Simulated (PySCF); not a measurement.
The same groups moved round the core (trisilane formyl). Gas-phase values, no solvent. One relaxed conformer stands for each flexible species; it need not be the lowest. Strings in code marks are SMILES.

Quantity: electronic energy of isomers of CH8OSi3 relative to `O=C[SiH2][SiH2][SiH3]` (O–C–Si–Si torsion -16°, C–Si–Si–Si torsion 40°), in kcal/mol.

Case: `O=C[SiH]([SiH3])[SiH3]` (O–C–Si–Si torsion 98°). Geometry of `C([SiH]([SiH3])[SiH3])=O` (neutral, multiplicity 1, Å):

```xyz
13

O     -0.7660    -1.9936    -1.5723
C     -0.0486    -1.9546    -0.6047
Si     0.0461    -0.4033     0.5299
Si     1.9335     0.8193    -0.1183
Si    -1.9401     0.7992     0.2825
H      0.5937    -2.8340    -0.3731
H      0.2470    -0.8802     1.9217
H      2.1082     1.9827     0.7787
H      3.1450    -0.0278    -0.0474
H      1.7608     1.2992    -1.5062
H     -3.1030    -0.0773     0.5363
H     -1.9540     1.9143     1.2562
H     -2.0226     1.3561    -1.0832
```

Question: Predict the electronic energy of isomers of CH8OSi3 relative to `O=C[SiH2][SiH2][SiH3]` (O–C–Si–Si torsion -16°, C–Si–Si–Si torsion 40°) from PBE/6-31G* // CAM-B3LYP-D3(BJ)/def2-TZVP (PySCF).

Answer: -0.12 kcal/mol.
